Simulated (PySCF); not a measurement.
Gas-phase thermal properties of CuI

Computed with PySCF (xtb for GFN2) and rigid-rotor harmonic-oscillator thermochemistry at 1 bar. All species are closed-shell singlets. I: scalar-relativistic def2 core potential, no spin-orbit coupling. Cu: all electrons, no relativistic terms. The harmonic model lacks anharmonicity and excited electronic states, which grow with temperature; levels with a mode under 35 cm⁻¹ are left out.

```json
[
 {"level": "GFN2-xTB", "point group": "C∞v", "σ": "1", "ZPE (kJ/mol)": "1.5", "S°298 (J/mol/K)": "256.3", "Cp298 (J/mol/K)": "36.4", "S°1000 (J/mol/K)": "301.1", "H1000 − H298 (kJ/mol)": "26.0"},
 {"level": "PBE/def2-SVP", "point group": "C∞v", "σ": "1", "ZPE (kJ/mol)": "1.5", "S°298 (J/mol/K)": "256.0", "Cp298 (J/mol/K)": "36.4", "S°1000 (J/mol/K)": "300.8", "H1000 − H298 (kJ/mol)": "26.0"},
 {"level": "PBE0/def2-TZVP", "point group": "C∞v", "σ": "1", "ZPE (kJ/mol)": "1.5", "S°298 (J/mol/K)": "256.2", "Cp298 (J/mol/K)": "36.5", "S°1000 (J/mol/K)": "301.0", "H1000 − H298 (kJ/mol)": "26.1"}
]
```
σ: rotational symmetry number. Electronic degeneracy used: 1. Frequencies are unscaled.
